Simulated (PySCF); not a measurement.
Compound: C4H11NSi.
Atom-mapped SMILES: `[SiH3:1][N:2]1[CH2:3][CH2:4][CH2:5][CH2:6]1` (hydrogens: H7, H8, H9 on Si1; H10, H11 on C3; H12, H13 on C4; H14, H15 on C5; H16, H17 on C6)

Structure used (GFN2-xTB), in Å, numbered top down from 1:
```
atom  x, y, z in Å
Si1    2.3590    0.0818    0.1048
N2     0.6546    0.0413   -0.0189
C3    -0.2298    1.1362    0.3040
C4    -1.5406    0.7370   -0.3651
C5    -1.5931   -0.7625   -0.0747
C6    -0.1168   -1.1872   -0.0851
H7     2.7460    1.4394   -0.2760
H8     2.8555   -0.9381   -0.8209
H9     2.8887   -0.2119    1.4505
H10   -0.3777    1.2321    1.3909
H11    0.1809    2.0744   -0.0703
H12   -1.4729    0.9117   -1.4392
H13   -2.3999    1.2755    0.0298
H14   -2.1830   -1.3101   -0.8074
H15   -2.0259   -0.9333    0.9119
H16    0.1037   -1.8515    0.7591
H17    0.1444   -1.7227   -1.0035
```

The closed-shell SCF was solved with PySCF and density fitting under several settings on one GFN2-xTB geometry (grid level 2 and gas phase unless stated).

| settings | basis functions | SCF cycles | E (Eh) | HOMO (eV) | LUMO (eV) | dipole (D) |
| --- | --- | --- | --- | --- | --- | --- |
| PBE0/pcSseg-1 | 164 | 12 | -502.8722 | -6.10 | 0.83 | 1.17 |
| CAM-B3LYP/def2-SVPD | 212 | 12 | -502.9424 | -7.48 | 1.20 | 1.14 |

Estimate the rows for these settings: (1) revPBE/def2-SVPD, IEF-PCM benzene, fitting basis def2-qzvpp-jkfit; (2) B97-D/6-31G, IEF-PCM tetrahydrofuran, grid level 3.

```tsv
settings	basis functions	SCF cycles	E (Eh)	HOMO (eV)	LUMO (eV)	dipole (D)
revPBE/def2-SVPD, IEF-PCM benzene, fitting basis def2-qzvpp-jkfit	212	10	-502.9258	-4.73	-0.14	1.37
B97-D/6-31G, IEF-PCM tetrahydrofuran, grid level 3	80	12	-502.9936	-4.32	0.58	1.22
```

Over all rows, what range does the HOMO–LUMO gap span?

From 4.59 eV (revPBE/def2-SVPD, IEF-PCM benzene, fitting basis def2-qzvpp-jkfit) to 8.68 eV (CAM-B3LYP/def2-SVPD). The functional of the narrowest has no exact exchange, that of the widest range-separated exact exchange.

And the dipole moment?

From 1.14 D (CAM-B3LYP/def2-SVPD) to 1.37 D (revPBE/def2-SVPD, IEF-PCM benzene, fitting basis def2-qzvpp-jkfit); the largest is 1.20 times the smallest, and the median is 1.19 D.

B97-D ran without the empirical dispersion term, which would shift the total energy alone. Cycle counts include a coarse-grid stage where the run had one. One conformer (not necessarily the lowest) at the GFN2-xTB geometry, without vibrations or thermal averaging.
